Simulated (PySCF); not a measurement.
B(Me)(vinyl)(NH2) (C₃H₈BN), SMILES CB(N)C=C.

Geometry optimised at B3LYP-D3(BJ)/def2-SVP. The structure was generated by enumeration, and PubChem lists no compound with its InChIKey, so it may never have been made. One conformer was computed; it need not be the lowest.

Calculation: TDA-PBE/def2-SVPD (PySCF).

Vertical excitations. 

Computed excitation energies, oscillator strengths and character:
```
state  energy (eV)  λ (nm)      f                                                           main pairs
-----  -----------  ------  -----  -------------------------------------------------------------------
S1            5.77     215  0.088                                     HOMO−2→LUMO 48 %, HOMO→LUMO 44 %
S2            5.83     213  0.025                                                     HOMO−1→LUMO 82 %
S3            6.06     205  0.008                                                     HOMO→LUMO+1 99 %
S4            6.52     190  0.136  HOMO−3→LUMO 28 %, HOMO−2→LUMO 28 %, HOMO→LUMO 18 %, HOMO→LUMO+3 8 %
S5            6.74     184  0.049                                                     HOMO−3→LUMO 67 %
S6            6.89     180  0.010                                                   HOMO−1→LUMO+1 90 %
S7            7.02     177  0.032                                                   HOMO−2→LUMO+1 96 %
S8            7.06     176  0.008                                   HOMO→LUMO+2 83 %, HOMO→LUMO+3 14 %
S9            7.28     170  0.049                                   HOMO→LUMO+4 46 %, HOMO→LUMO+3 45 %
S10           7.48     166  0.002                                                     HOMO−4→LUMO 99 %
T1            3.99     311      0                                                       HOMO→LUMO 92 %
T2            5.19     239      0                                   HOMO−1→LUMO 63 %, HOMO−2→LUMO 29 %
T3            5.34     232      0                                   HOMO−2→LUMO 65 %, HOMO−1→LUMO 34 %
T4            5.95     208      0                                                     HOMO→LUMO+1 99 %
```
Triplets are in the Tamm–Dancoff approximation.
